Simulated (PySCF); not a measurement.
C4H8OSi. Atoms are numbered in the order given.

```xyz
14

C      0.5226     1.7332    -0.7280
C      0.4533     0.6083     0.0019
Si     1.9277    -0.5617     0.0878
C     -0.8153     0.2573     0.7605
C     -1.6802    -0.7226    -0.0150
O     -2.8499    -0.5576    -0.2442
H     -0.3161     2.4385    -0.7788
H      1.4179     2.0005    -1.2978
H      1.5437    -1.9307    -0.3706
H      3.0307    -0.0410    -0.7670
H      2.3924    -0.6823     1.5025
H     -0.5673    -0.2248     1.7257
H     -1.4284     1.1463     0.9738
H     -1.1438    -1.6386    -0.3797
```

Geometry: B3LYP-D3(BJ)/def2-SVP. This is a generated structure with no PubChem entry under its InChIKey; it may be hypothetical. One conformer was computed; it need not be the lowest.

Method: SMD-M06-2X/def2-SVP run with PySCF.

Solvation free energies are E(SMD) − E(gas) at the gas-phase geometry, for 1 M in both phases. In vacuum the dipole moment is 2.29 D.

Computed solvation free energies in water, dichloromethane, diethylether:
```
solvent          ΔG(solv) (kcal/mol)  its non-electrostatic (CDS) part  dipole (D)
---------------  -------------------  --------------------------------  ----------
water                           -1.0                               5.7        2.95
dichloromethane                 -4.6                              -0.5        2.60
diethylether                    -4.6                              -1.6        2.51
```
